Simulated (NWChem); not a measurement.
CH4AlO, doublet; SMILES [OH][Al][CH3]

```xyz
7

Al     0.5762    -0.1065     0.0000
C     -0.3586     1.6422     0.0000
H     -1.4559     1.4744     0.0000
H     -0.0819     2.2365    -0.8955
H     -0.0819     2.2365     0.8955
O     -0.4536    -1.5017     0.0000
H     -0.0906    -2.4027     0.0000
```
Atoms are numbered in this order, from 1.

Structure relaxed at the PBE-D3(BJ)/def2-SVP, spin-unrestricted level. This spin state was assumed; another may lie lower. No stability test was run on the SCF state.

Symmetry labels are those of Cs in the frame above (b1 and b2, or b-type labels, depend on it).

Problem. List the 4 lowest vertical excitations from PBE/def2-SVP, spin-unrestricted, TDA (NWChem).

Solution. 
```json
[
 {"state": "state 1", "energy (eV)": "2.85", "oscillator strength": "0.052", "symmetry of the excitation": "a\"", "<S²>": "0.75"},
 {"state": "state 2", "energy (eV)": "4.24", "oscillator strength": "0.011", "symmetry of the excitation": "a\"", "<S²>": "0.78"},
 {"state": "state 3", "energy (eV)": "4.50", "oscillator strength": "0.006", "symmetry of the excitation": "a'", "<S²>": "0.77"},
 {"state": "state 4", "energy (eV)": "4.56", "oscillator strength": "0.058", "symmetry of the excitation": "a'", "<S²>": "0.77"}
]
```
